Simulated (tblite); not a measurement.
Parent: `[H]/[N:1]=[CH:2]\[CH2:3][C:4]#[C:5][SiH3:6]` with N1–C2–C3–C4 1°, C4H7NSi.

Computed geometry: GFN2-xTB, gas phase. One conformer each, not checked by frequencies here.

```json
{"coordinate of the parent": "N1=C2", "value": "1.249 Å"}
{"coordinate of the parent": "C2–C3", "value": "1.513 Å"}
{"coordinate of the parent": "C3–C4", "value": "1.448 Å"}
{"coordinate of the parent": "C4≡C5", "value": "1.206 Å"}
{"coordinate of the parent": "C5–Si6", "value": "1.846 Å"}
{"coordinate of the parent": "N1–C2–C3", "value": "128.9°"}
{"coordinate of the parent": "C2–C3–C4", "value": "112.8°"}
{"coordinate of the parent": "C3–C4–C5", "value": "176.6°"}
{"coordinate of the parent": "C4–C5–Si6", "value": "177.7°"}
```

Q: How does the shared frame change in `[H]/[N:1]=[C:2](\[CH2:3][SiH3:4])[CH2:5][C:6]#[C:7][SiH3:8]` with N1–C2–C3–Si4 -92°, N1–C2–C5–C6 -122°, C5H11NSi2? Atoms pair as N1 = N1, C2 = C2, C3 = C5, C4 = C6, C5 = C7, Si6 = Si8 (parent first).

A: 
```json
{"parent": "N1=C2", "relative": "N1=C2", "value in the relative": "1.259 Å", "change": "+0.010"}
{"parent": "C2–C3", "relative": "C2–C5", "value in the relative": "1.510 Å", "change": "-0.003"}
{"parent": "C3–C4", "relative": "C5–C6", "value in the relative": "1.449 Å", "change": "+0.001"}
{"parent": "C4≡C5", "relative": "C6≡C7", "value in the relative": "1.205 Å", "change": "-0.001"}
{"parent": "C5–Si6", "relative": "C7–Si8", "value in the relative": "1.843 Å", "change": "-0.003"}
{"parent": "N1–C2–C3", "relative": "N1–C2–C5", "value in the relative": "117.2°", "change": "-11.7"}
{"parent": "C2–C3–C4", "relative": "C2–C5–C6", "value in the relative": "111.1°", "change": "-1.7"}
{"parent": "C3–C4–C5", "relative": "C5–C6–C7", "value in the relative": "178.6°", "change": "+2.0"}
{"parent": "C4–C5–Si6", "relative": "C6–C7–Si8", "value in the relative": "179.1°", "change": "+1.4"}
```

Of the parent's bonds, N1–C2 changes most (+0.010 Å). Bonds of the relative outside the shared frame: C2–C3 1.491, C3–Si4 1.912 Å.

Q: How does the shared frame change in `[H]/[N:1]=[C:2](/[CH2:3][C:4]#[C:5][SiH3:6])[CH:7]([F:8])[F:9]` with N1–C2–C3–C4 -115°, N1–C2–C7–F8 -7°, C5H7F2NSi? Atoms pair as N1 = N1, C2 = C2, C3 = C3, C4 = C4, C5 = C5, Si6 = Si6 (parent first).

A: 
| parent | relative | value in the relative | change |
| --- | --- | --- | --- |
| N1=C2 | N1=C2 | 1.249 Å | 0.000 |
| C2–C3 | C2–C3 | 1.502 Å | -0.011 |
| C3–C4 | C3–C4 | 1.453 Å | +0.005 |
| C4≡C5 | C4≡C5 | 1.205 Å | -0.001 |
| C5–Si6 | C5–Si6 | 1.849 Å | +0.003 |
| N1–C2–C3 | N1–C2–C3 | 120.9° | -8.0 |
| C2–C3–C4 | C2–C3–C4 | 109.8° | -3.0 |
| C3–C4–C5 | C3–C4–C5 | 178.4° | +1.8 |
| C4–C5–Si6 | C4–C5–Si6 | 179.1° | +1.4 |

Of the parent's bonds, C2–C3 changes most (-0.011 Å). Bonds of the relative outside the shared frame: C2–C7 1.530, C7–F8 1.355, C7–F9 1.357 Å.

Q: How does the shared frame change in `[H]/[N:1]=[C:2](\[CH2:3][OH:4])[CH2:5][C:6]#[C:7][SiH3:8]` with N1–C2–C3–O4 11°, C2–C3–O4–H 63°, N1–C2–C5–C6 -114°, C5H9NOSi? Atoms pair as N1 = N1, C2 = C2, C3 = C5, C4 = C6, C5 = C7, Si6 = Si8 (parent first).

A: 
```tsv
parent	relative	value in the relative	change
N1=C2	N1=C2	1.255 Å	+0.006
C2–C3	C2–C5	1.507 Å	-0.006
C3–C4	C5–C6	1.451 Å	+0.003
C4≡C5	C6≡C7	1.205 Å	-0.001
C5–Si6	C7–Si8	1.846 Å	0.000
N1–C2–C3	N1–C2–C5	119.2°	-9.7
C2–C3–C4	C2–C5–C6	110.2°	-2.6
C3–C4–C5	C5–C6–C7	178.3°	+1.7
C4–C5–Si6	C6–C7–Si8	179.1°	+1.4
```

Of the parent's bonds, N1–C2 and C2–C3 change most and about equally (-0.006 to +0.006 Å). Bonds of the relative outside the shared frame: C2–C3 1.517, C3–O4 1.406 Å.
